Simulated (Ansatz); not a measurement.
Species: HBOF, charge 0, doublet. HBOF (SMILES [O]BF, doublet).
B3LYP-D3(BJ)/def2-TZVP minimum from Ansatz (a program for electronic structure):
```
B
F 1 1.3239
O 1 1.3256 2 125.62
H 1 1.2067 2 122.30 3 -180.00
```
Charge 0, spin multiplicity 2.

Total energies in cc-pVTZ, 17 correlated electrons, 3 frozen orbitals. Radicals and triplets start from unrestricted determinants; spin-orbit coupling is neglected. Cores are frozen in correlated methods. No relativity.

```csv
method,program,energy (Eh),minus CCSDT(Q) (mEh)
HF,Ansatz,-199.70440,571.73
MP2,Ansatz,-200.23750,38.63
CCSD,Ansatz,-200.25728,18.86
CCSD(T),Ansatz,-200.27459,1.55
CCSDT(Q),Ansatz,-200.27614,0.00
```

Rough core times of Ansatz's runs on a shared machine: CCSD(T) 50 s, CCSDT(Q) 80 min.
